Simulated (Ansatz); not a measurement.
Isolated molecules relaxed with PBE0-D4/def2-TZVP in Ansatz; ΔE leaves out vibrations. CBS: MP2 limit from def2 TZ/QZ plus the TZ coupled-cluster correction, frozen cores. DFT in def2-TZVPP. B3LYP here is the variant with VWN-RPA as its local correlation; programs differ in this. For Zn outer-core shells are correlated without core-valence functions, which leaves a few kJ/mol of doubt a bond. Scalar relativity is left out up to krypton. One conformer a species, not always the lowest.

`C[SiH2][Zn][F]` + `C[SiH2]C(C)S` → `C[CH](S)[Zn][F]` + `C[SiH2][SiH2]C`  (redistribution)

(1) Is it downhill or uphill in electronic energy at CCSD(T)/CBS, and by how much? (An estimate is asked.)

(2) What do these levels give: PBE0-D4, B3LYP-D4, PBE0, B3LYP, HF/def2-QZVPP, MP2/def2-QZVPP? (An estimate is asked.)

Largest T1 diagnostic among the species: 0.015.

Answers

(1) The calculation gave: Uphill: ΔE = +56.5 kJ/mol.

(2) Computed: PBE0-D4 54.8, B3LYP-D4 57.5, PBE0 52.8, B3LYP 53.9, HF/def2-QZVPP 61.1, MP2/def2-QZVPP 56.8 kJ/mol.

From PBE to PBE0 (25 % exact exchange), in def2-TZVPP and without D4, ΔE moves by +4.4 kJ/mol. In def2-TZVPP, CCSD(T) changes the Hartree–Fock value by −8.4 kJ/mol (the triples alone add −1.2 kJ/mol) and MP2 by −6.5 kJ/mol.
